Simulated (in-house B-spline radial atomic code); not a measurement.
# TDHF excitations of the mercury ion Hg²⁺

Method: TDHF. Computed with an all-electron radial atomic-structure program (B-spline basis): linear response of the closed shell [Xe] 4f14 5d10 with bare exchange (time-dependent Hartree-Fock); scalar-relativistic (spin-free one-electron X2C), finite nucleus, no spin-orbit coupling, no double excitations, S, P, D and F terms only; shells from n = 3 respond. Only terms of natural parity with L up to 3 were computed.

Spin-orbit coupling is strong here, so these LS terms don't match observed levels.

Command:
```bash
python run_td.py task.json out
```
Settings (radii: box in bohr, nucleus in fm):
```
Z                        80
electrons                78
configuration            [Xe] 4f14 5d10
hamiltonian              x2c
method                   hf
box_radius               29.48
rms_radius               5.4648
intervals                72
```

Run time, properties included: 13 s on 1 thread of Arm Neoverse N1, on a shared host.

The lowest states, in the order of their Tamm-Dancoff energies; the method's threshold (minus the highest occupied level) is 35.22 eV. Labels give the largest channel, * marks a mixed state, and oscillator strengths are full-response dipole values. Energies in eV:

| state | full response | Tamm-Dancoff | oscillator strength |
| --- | --- | --- | --- |
| 5d → 6s 3D | 6.398 | 6.476 | - |
| 5d → 6s 1D | 7.552 | 7.592 | - |
| 5d → 6p 3P | ? | ? | - |
| 5d → 6p 3F | ? | ? | - |
| 5d → 6p 1F | 15.657 | 15.667 | - |
| 5d → 6p 1P | 16.238 | 16.348 | 0.865 |
| 5d → 7s 3D | 22.986 | 22.994 | - |
| 5d → 6d 3S | 23.073 | 23.112 | - |
| 5d → 7s 1D | 23.153 | 23.158 | - |
| 5d → 6d 3D | 23.801 | 23.816 | - |
| 5d → 6d 1D | 24.032 | 24.040 | - |
| 5d → 6d 1S | 25.051 | 25.198 | - |
| 5d → 7p 3P | 25.357 | 25.372 | - |
| 5d → 7p 3F | 25.510 | 25.520 | - |
| 5d → 7p 1F | 25.629 | 25.631 | - |
| 5d → 7p 1P | 25.663 | 25.680 | 0.0199 |
| 5d → 5f 3P | 26.936 | 26.948 | - |
| 5d → 5f 3F | 27.295 | 27.300 | - |
| 5d → 5f 1F | 27.387 | 27.388 | - |
| 5d → 5f 1P | 27.512 | 27.554 | 0.71 |
| 5d → 8s 3D | 28.239 | 28.242 | - |
| 5d → 8s 1D | 28.300 | 28.302 | - |

Question: Where does 5d → 6p 3P lie?

Answer: At 14.579 eV in full response, 14.653 eV in Tamm-Dancoff.

Question: Where does 5d → 6p 3F lie?

Answer: At 15.139 eV in full response, 15.190 eV in Tamm-Dancoff.

Question: How large is the singlet-triplet splitting of 5d → 6s (D terms) in Tamm-Dancoff?

Answer: 1.12 eV, from the unrounded values.

Question: What polarisabilities and dispersion coefficient does the method give?

Answer: Dipole 7.329 bohr³, quadrupole 36.27 bohr⁵, C6 47.63 hartree·bohr⁶ for two such species.
